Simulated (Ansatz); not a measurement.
Computed with Ansatz on PBE0-D4/def2-TZVP structures; ΔE is electronic, products minus reactants. CCSD(T)/CBS adds triple-zeta CCSD(T) − MP2 to the extrapolated MP2 energy (def2 sets, frozen cores). Functionals use def2-TZVPP. B3LYP here is the variant with VWN-RPA as its local correlation; programs differ in this. For Ge outer-core shells are correlated without core-valence functions, which leaves a few kJ/mol of doubt a bond. Scalar relativity is left out up to krypton. One conformer a species, not always the lowest.

Reaction (ligand exchange at a Ge–N bond): `OB/C=[N]/[GeH3]` + `O[SiH](O)O` → `O[SiH](O)[O][GeH3]` + `N=CBO`

`OB/C=[N]/[GeH3]`:

Cartesian coordinates in Å:
```
O 2.766 0.912 0.190
B 1.726 0.284 0.781
C 0.397 0.167 -0.055
N -0.616 -0.414 0.448
Ge -2.190 -0.553 -0.546
H 3.551 0.957 0.741
H 1.806 -0.163 1.890
H 0.381 0.601 -1.075
H -2.008 0.111 -1.931
H -2.511 -2.047 -0.694
H -3.301 0.145 0.251
```

`O[SiH](O)O`:

Z-matrix (Å, degrees):
```
Si
O 1 1.641
O 1 1.633 2 105.0
O 1 1.630 2 114.4 3 -119.5
H 1 1.476 2 110.6 3 122.9
H 2 0.958 1 117.9 3 -173.6
H 3 0.958 1 116.6 2 25.4
H 4 0.959 1 117.6 2 72.3
```

`O[SiH](O)[O][GeH3]`:

Z-matrix (Å, degrees):
```
Si
O 1 1.637
O 1 1.627 2 107.4
O 1 1.634 2 108.4 3 123.0
H 1 1.476 2 112.6 3 -121.2
H 2 0.958 1 116.4 3 24.0
Ge 3 1.780 1 133.5 2 168.5
H 4 0.959 1 117.3 2 -37.6
H 7 1.537 3 108.8 1 40.2
H 7 1.536 3 108.0 1 -80.7
H 7 1.533 3 105.4 1 160.0
```

`N=CBO`:

Z-matrix (Å, degrees):
```
C
B 1 1.592
N 1 1.273 2 115.3
H 1 1.097 2 122.9 3 -180.0
O 2 1.339 1 115.9 3 -0.0
H 2 1.196 1 124.6 3 180.0
H 3 1.020 1 113.2 2 -180.0
H 5 0.974 2 108.2 1 0.0
```

(1) Is it downhill or uphill in electronic energy at CCSD(T)/CBS, and by how much? (Best estimate.)

(2) What do these levels give: r2SCAN-D4, PBE0, B3LYP, CCSD/def2-TZVPP, CCSD(T)/def2-TZVPP, CCSD/CBS(def2)? (An estimate is asked.)

Largest T1 diagnostic among the species: 0.014.

## Answers

(1) Ansatz gave: Downhill: ΔE = -50.7 kJ/mol.

(2) The calculation gave: r2SCAN-D4 -50.0, PBE0 -47.1, B3LYP -48.4, CCSD/def2-TZVPP -53.7, CCSD(T)/def2-TZVPP -52.7, CCSD/CBS(def2) -51.7 kJ/mol.

In def2-TZVPP, CCSD(T) changes the Hartree–Fock value by +5.5 kJ/mol (the triples alone add +1.0 kJ/mol) and MP2 by +8.1 kJ/mol. From PBE to PBE0 (25 % exact exchange), in def2-TZVPP and without D4, ΔE moves by −4.0 kJ/mol.
